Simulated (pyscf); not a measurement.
Thermochemistry of product channels of `[SiH3][S][GeH3]` + `[BrH]` on the singlet surface, in kJ/mol, from CCSD(T)/def2-TZVPP + ΔMP2(QZVPP) energies (ideal gas, 1 atm, RRHO with modes under 100 cm⁻¹ raised to 100, one conformer, R ln 2 for chiral ones without a mode under 150 cm⁻¹). Optimised with ωB97X-D3(BJ)/def2-SVP in PySCF. Correlated levels are frozen-core, on RHF or UHF. ΔMP2 is the change of the MP2 total energy from the triple- to the quadruple-zeta basis.

```json
[
 {"products": "`[SiH3][Br]` + `[SH][GeH3]`", "ΔE": "-27.3", "ΔH(298 K)": "-26.0", "ΔG(298 K)": "-28.5", "ΔG(1200 K)": "-30.9"},
 {"products": "`[SiH3][SH]` + `[GeH3][Br]`", "ΔE": "-26.5", "ΔH(298 K)": "-25.3", "ΔG(298 K)": "-27.4", "ΔG(1200 K)": "-28.6"}
]
```

These are energies of the channels, which say nothing of barriers. The CCSD(T) − MP2 part came from Ansatz, without density fitting, on the same reference. The frozen core leaves the outer d or s,p core shells of the metals and heavy elements correlated in the MP2 and CC values, and def2-TZVPP describes them poorly, which can shift differences by a few kcal/mol. Elements up to Kr have no core potential and no relativistic terms here.
